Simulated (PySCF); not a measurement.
C2H2F3, SMILES C(F)(F)([CH2])F, multiplicity 2.

Geometry: B3LYP-D3(BJ)/def2-SVP. The isomer is the one that the SMILES or the coordinates give; other isomers of the formula were not compared.

Two levels are set side by side: PBE/def2-TZVP (PySCF) and r2SCAN/def2-TZVP (PySCF). Same geometry, gas phase. Differences are taken from unrounded values.

```json
[
 {"quantity": "α-spin orbital gap (eV)", "r2SCAN": "8.69", "PBE": "7.30", "PBE minus r2SCAN": "-1.39"},
 {"quantity": "β-spin orbital gap (eV)", "r2SCAN": "6.41", "PBE": "5.31", "PBE minus r2SCAN": "-1.10"},
 {"quantity": "dipole moment (D)", "r2SCAN": "2.13", "PBE": "2.02", "PBE minus r2SCAN": "-0.11"},
 {"quantity": "mean polarisability (bohr³)", "r2SCAN": "26.1", "PBE": "27.2", "PBE minus r2SCAN": "1.1"}
]
```

Rough cost on one machine, each run with all the roots and properties that it gave: r2SCAN against PBE about 2 times.
